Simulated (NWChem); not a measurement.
The numbers come from NWChem runs, not from measurements. System: silacyclobutane (C3H8Si), charge 0, spin multiplicity 1, at a geometry optimised with B3LYP/def2-SVP. Level: B3LYP/def2-TZVP, VWN1-RPA local correlation.

Input file:

```
start mol
memory heap 200 mb stack 900 mb global 1100 mb
geometry units angstroms nocenter noautoz
  C     -1.001997    -0.905799     0.000000
  C     -0.145588    -0.399743    -1.206433
  Si     0.646805     0.845957     0.000000
  C     -0.145588    -0.399743     1.206433
  H     -1.200869    -1.991331     0.000000
  H     -1.982525    -0.401274     0.000000
  H      0.584865    -1.160614    -1.528475
  H     -0.704539    -0.065544    -2.092757
  H     -0.002873     2.191864     0.000000
  H      2.129392     1.041369     0.000000
  H      0.584865    -1.160614     1.528475
  H     -0.704539    -0.065544     2.092757
  symmetry group Cs
end
basis spherical
  * library def2-tzvp
end
dft
  xc b3lyp
  semidirect memsize 60000000 filesize 0
  iterations 100
end
task dft energy
```

Output (cleaned and shortened):

```
             Northwest Computational Chemistry Package (NWChem) 7.3.0
             --------------------------------------------------------

                                NWChem Input Module
                                -------------------

 Scaling coordinates for geometry "geometry" by  1.889725989
 (inverse scale =  0.529177249)

 Turning off AUTOSYM since
 SYMMETRY directive was detected!

                             Geometry "geometry" -> ""
                             -------------------------

 Output coordinates in angstroms (scale by  1.889725989 to convert to a.u.)

  No.       Tag          Charge          X              Y              Z
 ---- ---------------- ---------- -------------- -------------- --------------
    1 C                    6.0000    -1.00199700    -0.90579900     0.00000000
    2 C                    6.0000    -0.14558800    -0.39974300    -1.20643300
    3 Si                  14.0000     0.64680500     0.84595700     0.00000000
    4 C                    6.0000    -0.14558800    -0.39974300     1.20643300
    5 H                    1.0000    -1.20086900    -1.99133100     0.00000000
    6 H                    1.0000    -1.98252500    -0.40127400     0.00000000
    7 H                    1.0000     0.58486500    -1.16061400    -1.52847500
    8 H                    1.0000    -0.70453900    -0.06554400    -2.09275700
    9 H                    1.0000    -0.00287300     2.19186400     0.00000000
   10 H                    1.0000     2.12939200     1.04136900     0.00000000
   11 H                    1.0000     0.58486500    -1.16061400     1.52847500
   12 H                    1.0000    -0.70453900    -0.06554400     2.09275700

 Effective nuclear repulsion energy (a.u.)     167.3834965079

            Nuclear Dipole moment (a.u.)
            ----------------------------
        X                 Y               Z
 ---------------- ---------------- ----------------
     0.0000170075     0.0000000000     0.0000000000

      Symmetry information
      --------------------

 Group name             Cs
 Group number              2
 Group order               2
[...]
     6      0.127897   1 C  px              162      0.126520  10 H  s

 Vector   21  Occ=0.000000D+00  E= 4.952423D-03  Symmetry=a"
              MO Center=  6.9D-01,  9.0D-01,  6.1D-14, r^2= 5.6D+00
   Bfn.  Coefficient  Atom+Function         Bfn.  Coefficient  Atom+Function
  ----- ------------  ---------------      ----- ------------  ---------------
    36      2.025457   2 C  s               104     -2.025457   4 C  s
    82      1.362043   3 Si pz               14      0.447857   1 C  pz
   145     -0.373478   7 H  s               169      0.373478  11 H  s
    79      0.363154   3 Si pz              151     -0.336037   8 H  s
   175      0.336037  12 H  s                45      0.275767   2 C  pz

 Vector   22  Occ=0.000000D+00  E= 2.630400D-02  Symmetry=a'
              MO Center= -2.3D-02, -3.8D-01,  2.3D-13, r^2= 7.7D+00
   Bfn.  Coefficient  Atom+Function         Bfn.  Coefficient  Atom+Function
  ----- ------------  ---------------      ----- ------------  ---------------
     5      2.251659   1 C  s                36      1.476680   2 C  s
   104      1.476680   4 C  s                81      1.153131   3 Si py
   139     -1.018008   6 H  s               133     -0.955909   5 H  s
   145     -0.945546   7 H  s               169     -0.945546  11 H  s
    67     -0.761351   3 Si s                43      0.544419   2 C  px

 Vector   23  Occ=0.000000D+00  E= 4.863592D-02  Symmetry=a'
              MO Center= -3.2D-01, -2.0D-01,  1.6D-13, r^2= 6.6D+00
   Bfn.  Coefficient  Atom+Function         Bfn.  Coefficient  Atom+Function
  ----- ------------  ---------------      ----- ------------  ---------------
     5      1.382712   1 C  s               151     -1.045790   8 H  s
   175     -1.045790  12 H  s               139     -0.912376   6 H  s
   145      0.823309   7 H  s               169      0.823309  11 H  s
   133      0.703136   5 H  s                13      0.650463   1 C  py
   157     -0.588600   9 H  s                45     -0.527469   2 C  pz

------------------------------------------------------------
EAF file 0: "./mol.aoints.0" size=524288 bytes
------------------------------------------------------------
               write      read    awrite     aread      wait
               -----      ----    ------     -----      ----
     calls:        1         6         0         0         0
   data(b): 5.24e+05  3.15e+06  0.00e+00  0.00e+00
   time(s): 0.00e+00  0.00e+00  0.00e+00  0.00e+00  0.00e+00
rate(mb/s): 0.00e+00  0.00e+00
------------------------------------------------------------

 center of mass
 --------------
 x =   0.03334523 y =   0.04143470 z =  -0.00000000

 moments of inertia (a.u.)
 ------------------
         339.084213952227        -113.322097357592           0.000000000000
        -113.322097357592         301.331021578405           0.000000000000
           0.000000000000           0.000000000000         294.247883473964

     Multipole analysis of the density
     ---------------------------------

     L   x y z        total         alpha         beta         nuclear
     -   - - -        -----         -----         ----         -------
     0   0 0 0     -0.000000    -20.000000    -20.000000     40.000000

     1   1 0 0     -0.071180     -0.035598     -0.035598      0.000017
     1   0 1 0     -0.165335     -0.082668     -0.082668      0.000000
     1   0 0 1     -0.000000     -0.000000     -0.000000      0.000000

     2   2 0 0    -26.018454    -55.360313    -55.360313     84.702171
     2   1 1 0     -0.618867    -32.336864    -32.336864     64.054860
     2   1 0 1      0.000000      0.000000      0.000000      0.000000
     2   0 2 0    -26.293031    -65.957466    -65.957466    105.621901
     2   0 1 1      0.000000      0.000000      0.000000     -0.000000
     2   0 0 2    -25.648223    -67.992595    -67.992595    110.336968

 Task  times  cpu:       27.3s     wall:       27.3s

 Total times  cpu:       27.4s     wall:       27.4s
```
